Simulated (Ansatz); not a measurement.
```xyz
2

S     0.0000    0.0000   -0.0860
H     0.0000    0.0000    1.3763
```

Basis set: cc-pVDZ (spherical functions). Frozen core: 5 orbitals. Charge 0, multiplicity 2.

Computed with Ansatz (development build ahead of 0.2.0); each method stands on the lowest determinant of its kind that the runs found.

Question: Give the atomization energy at this shape (free ground-state atoms in the same class of orbitals less the molecule, no zero-point energy) of doublet SH by UHF-MP2, UHF.

Answer:

```csv
method,atomization energy
UHF-MP2,72.83 kcal/mol
UHF,54.41 kcal/mol
```
